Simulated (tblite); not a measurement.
Q: What does the GFN2-xTB structure of `c1cccc2c1oc(c2)C(=O)F` look like in three dimensions?

A: 
Z-matrix in Å and degrees, rows numbered from 1:
```
O 
C   1  1.1826
F   2  1.3737  1  119.52
C   2  1.4476  1  130.72  3   179.98
C   4  1.3726  2  129.84  1  -179.85
C   5  1.4180  4  106.00  2   179.98
C   6  1.3977  5  134.96  4   180.00
C   7  1.3745  6  118.00  5   180.00
C   8  1.4005  7  121.51  6    -0.02
C   9  1.3786  8  121.76  7     0.02
C  10  1.3888  9  116.97  8     0.00
O  11  1.3455  6  110.56  5    -0.00
H   5  1.0710  4  126.23  2    -0.02
H   7  1.0787  6  120.44  5     0.01
H   8  1.0794  7  119.63  6   179.99
H   9  1.0794  8  118.96  7  -179.96
H  10  1.0777  9  122.22  8  -180.00
```

The 12 heavy atoms lie in one plane (0.001 Å rms). The 6-membered ring C6–C7–C8–C9–C10–C11 has internal angles of 117.0° to 122.0°; it is planar, 0.00 Å rms from its mean plane, widest ring torsion 0°. O12 (furan-type oxygen) is bent (angle 106.5°). The C–O distances run from 1.183 Å (O1=C2, drawn double) to 1.361 Å (C4–O12, aromatic), a spread of 0.178 Å.

The geometry is computed with GFN2-xTB (gas phase).

Point group: Cs (every atom within 0.08 Å of its image). Its GFN2-xTB frequencies are all real (lowest 67 cm⁻¹). One conformer, not necessarily the lowest (O1–C2–C4–C5 180°).

Hardware: one thread of an Arm Neoverse V1, on a shared host. This is the geometry optimisation.
